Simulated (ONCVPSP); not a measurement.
# Configuration tests for germanium (Ge) (ONCV)

- Element: germanium
- Generator: ONCVPSP 4.0.1
- Type: optimised norm-conserving Vanderbilt (ONCV)
- Functional: BLYP
- Relativity: scalar-relativistic
- Frozen core: [Ar]
- Valence charge: 14
- Reference configuration: 3d10 4s2 4p1 (charge +1)
- Partial waves: 4s: rc 1.85 bohr, ncon 4, nbas 8, qcut 3.1 1/bohr, 2 projectors, debl 0.95 Ha; 4p: rc 2.20 bohr, ncon 3, nbas 7, qcut 3.1 1/bohr, 1 projector; 3d: rc 1.10 bohr, ncon 5, nbas 9, qcut 16.6 1/bohr, local; f scattering state at 0.38 Ha: rc 2.00 bohr, ncon 4, nbas 8, qcut 5.9 1/bohr, 2 projectors, debl 2.1 Ha
- Local potential: the d channel
- Core correction: Teter function fitted to the true core (icmod 2), fcfact 0.25

Energies are relative to the spin-unpolarised reference configuration 3d10 4s2 4p1; without spin polarisation the order of configurations can differ from experiment.

```tsv
valence configuration	charge	ΔE all-electron (eV)	error AE − PS (meV)
3d10 4s2 4p2	0	-7.364	+0.7
3d10 4s1 4p3	0	0.667	0.0
```

What are ΔE and the potential's error for 3d10 4s1 4p0?

ΔE = 50.403 eV all-electron; the error (AE − PS) is -37 meV.

What are ΔE and the potential's error for 3d10 4s2 4p0?

ΔE = 15.456 eV all-electron; the error (AE − PS) is -6.3 meV.

Note: ghosts flagged at negative energy: s at -372.7 eV, p at -185.9 eV; GHOST(+) flagged for s at 142.6 eV, f at 146.2 eV. A true bound ghost makes a file unfit for plane-wave use.
